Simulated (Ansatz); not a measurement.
Geometry optimisation, Ansatz 0.2.0, DFT PBE-D3(BJ), scalar-relativistic, plane waves, PAW.

input.yaml

```yaml
accuracy: low
crystal:
  lattice:
    - [7.293633, 0.0, 0.0]
    - [0.0, 7.293633, 0.0]
    - [0.0, 0.0, 7.293633]
  atoms:
    - { symbol: C, position: [0.5417349, 0.7286415, 0.0728195] }
    - { symbol: C, position: [0.3749219, 0.6060757, 0.0617603] }
    - { symbol: O, position: [0.3764514, 0.4922901, 0.2208856] }
    - { symbol: H, position: [0.2696264, 0.4129917, 0.2149227] }
    - { symbol: H, position: [0.2495025, 0.6894836, 0.0563657] }
    - { symbol: H, position: [0.3797834, 0.5230237, -0.0639169] }
    - { symbol: H, position: [0.5484485, 0.8197659, -0.0460166] }
    - { symbol: H, position: [0.5360505, 0.8118213, 0.1971368] }
    - { symbol: H, position: [0.6661768, 0.6455589, 0.0769969] }
    - { symbol: C, position: [0.7572777, 0.6031323, 0.4987431] }
    - { symbol: C, position: [0.8639612, 0.7808466, 0.5014917] }
    - { symbol: O, position: [0.8255212, 0.8736562, 0.3336254] }
    - { symbol: H, position: [0.8935763, 0.9881269, 0.3342042] }
    - { symbol: H, position: [0.8226093, 0.8643755, 0.6199355] }
    - { symbol: H, position: [1.0114089, 0.7526614, 0.5149377] }
    - { symbol: H, position: [0.7810836, 0.5251428, 0.6245273] }
    - { symbol: H, position: [0.6108073, 0.6314805, 0.4865467] }
    - { symbol: H, position: [0.7993829, 0.5198988, 0.3816734] }
    - { symbol: C, position: [0.5321124, 0.1924253, 0.6013813] }
    - { symbol: C, position: [0.5189782, 0.151262, 0.8041234] }
    - { symbol: O, position: [0.6356179, 0.2783902, 0.8963404] }
    - { symbol: H, position: [0.628027, 0.2529218, 1.026836] }
    - { symbol: H, position: [0.3763639, 0.1653326, 0.8508051] }
    - { symbol: H, position: [0.5619183, 0.0093413, 0.8311544] }
    - { symbol: H, position: [0.4452418, 0.0990084, 0.5226569] }
    - { symbol: H, position: [0.488311, 0.3330518, 0.5747056] }
    - { symbol: H, position: [0.6736454, 0.1772455, 0.5550783] }
    - { symbol: C, position: [0.9642194, 0.3833233, -0.0325839] }
    - { symbol: C, position: [0.9724646, 0.2045756, 0.0720707] }
    - { symbol: O, position: [1.1393382, 0.1158995, 0.021473] }
    - { symbol: H, position: [1.1457933, 0.0007961, 0.0881432] }
    - { symbol: H, position: [0.9683314, 0.2310374, 0.2203903] }
    - { symbol: H, position: [0.8533438, 0.1188315, 0.0378045] }
    - { symbol: H, position: [0.8386618, 0.458261, 0.0004368] }
    - { symbol: H, position: [1.0820264, 0.4687342, 0.0025223] }
    - { symbol: H, position: [0.9671752, 0.3566614, -0.1798469] }
basis:
  ecutwfc: 420.0
kpoints:
  mp_grid: { grid: [1, 1, 1] }
hamiltonian:
  xc: pbe
  dispersion: d3bj
scf:
  occupations: { method: fermi_dirac, width: 0.02 }
  lower_state_search: "off"
relax:
  f_tol: 0.3
  max_steps: 15
  adjacent_minimum: "off"
output:
  write_density: true
  write_potential: true
  elf: true
  volumetric_format: npy
```

Launched with:

```bash
$ ansatz run input.yaml --threads 1 --pin off --max-ram 3072MiB --backend cpu --events-out ev --progress --plain --runs-dir out
```

Task: Where does it end, and by what steps?

Result: The run converged. The threshold is loose, so the end isn't yet a minimum. The force dipped under the threshold on the way, but the program's further checks kept it going. Limits of this set-up: coarse k mesh, low accuracy level. After 9 steps the energy has fallen by 1.139 eV; O12 moved furthest, 1.32 Å.

```
step  energy less start (eV)  largest force component (eV/Å)  accepted
   0                  0.0000                           0.627       yes
   1                 -0.2632                           0.275       yes
   2                 -0.4217                           0.254       yes
   3                 -0.5567                           0.451       yes
   4                 -0.6956                           0.636       yes
   5                 -0.8063                           0.676       yes
   6                 -0.8989                           0.689       yes
   7                 -0.9844                           0.421       yes
   8                 -1.0660                           0.267       yes
   9                 -1.1390                           0.246       yes
```

```xyz
36
Lattice="7.2936 0.0000 0.0000 0.0000 7.2936 0.0000 0.0000 0.0000 7.2936" Properties=species:S:1:pos:R:3
C 3.868 5.238 0.734
C 2.680 4.316 0.555
O 3.012 3.010 1.070
H 2.190 2.462 1.117
H 1.797 4.727 1.086
H 2.425 4.238 -0.524
H 3.687 6.193 0.213
H 4.055 5.460 1.796
H 4.780 4.782 0.310
C 6.099 4.724 3.754
C 6.972 5.890 4.178
O 7.016 6.895 3.124
H 6.865 7.753 3.548
H 6.575 6.352 5.100
H 8.002 5.553 4.389
H 6.123 3.931 4.516
H 5.053 5.036 3.632
H 6.442 4.295 2.799
C 3.495 1.090 3.854
C 3.317 0.969 5.357
O 4.019 2.038 5.981
H 3.675 2.203 6.890
H 2.247 0.995 5.632
H 3.714 -0.008 5.701
H 2.996 0.261 3.330
H 3.092 2.040 3.480
H 4.560 1.059 3.587
C 7.067 2.575 -0.532
C 6.921 1.621 0.632
O 8.231 1.161 1.039
H 8.098 0.461 1.712
H 6.418 2.131 1.479
H 6.296 0.759 0.348
H 6.064 2.890 -0.861
H 7.657 3.461 -0.256
H 7.558 2.079 -1.391
```

The run took 17 s on 1 thread of AMD EPYC 9B14 (Zen 4) (shared host), peak memory 0.48 GiB.
